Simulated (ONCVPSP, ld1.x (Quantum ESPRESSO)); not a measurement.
Potentials for aluminium compared

Generated with ld1.x 7.5 (TM, RRKJ, ultrasoft, PAW), atompaw 4.2 or ONCVPSP 4.0.1. The cutoff is in Ry: for ld1.x and atompaw files where the sum of valence levels is converged to 10 mRy in a Bessel basis, for ONCV files where the hardest occupied wave has 1 mHa per electron of residual kinetic energy. The error is the largest all-electron minus pseudo excitation energy over each file’s own four to seven test configurations (ionisations up to +4, promotions, holes and added fractions of an electron), all of which were solved. The labels leave out finer settings (local radius, basis sizes, second energies), which also bear on the numbers. Spin-polarised tests are not counted. The rows are a selection from randomly drawn settings: files with unsolved tests, undetermined cutoffs or missed reference levels are left out.

A true bound ghost makes a file unfit for plane-wave use even where its test errors are small: the radial tests pick states by their node count and pass the ghost by.

| potential | cutoff (Ry) | largest error (meV) | bound ghosts |
| --- | --- | --- | --- |
| TM, PBE, scalar-relativistic, rc 1.40/2.50 (sp), local s, core correction yes, reference 3s2 3p0 | 35 | -23 | none |
| PAW, PBE, scalar-relativistic, rc 2.15/2.75 (sp), local smoothed, core correction yes, reference 3s2 3p1 | 6 | -19 | none |
| ONCV, PBEsol, non-relativistic, rc 1.85/2.55/2.70 (spd), local s, core correction no, reference 3s2 3p1, qcut 2.8/3.1/3.9, projectors 0/2/2 | 20 | +18 | none |
| TM, LDA (PZ), scalar-relativistic, rc 1.50/1.85/1.70 (spd), local s, core correction no, reference 3s1.5 3p1.5 | 25 | +68 | none |

Problem. Fill in the row for Al: TM, PBEsol, non-relativistic, rc 1.60/2.30/2.35 (spd), local smoothed, core correction no, reference 3s2 3p1.

Solution. cutoff 15 Ry, largest error +25 meV, bound ghosts: none.

Problem. Fill in the row for Al: ONCV, PBE, scalar-relativistic, rc 1.90/2.60/2.35 (spd), local smoothed, core correction yes, reference 3s2 3p0.5, qcut 3.7/2.7/4.6, projectors 2/3/1.

Solution. cutoff 11 Ry, largest error -8.7 meV, bound ghosts: none.

Problem. Fill in the row for Al: ultrasoft, PBE, non-relativistic, rc 1.70/2.55/2.55 (spd), local smoothed, core correction yes, reference 3s2 3p0.

Solution. cutoff 8 Ry, largest error -23 meV, bound ghosts: s.
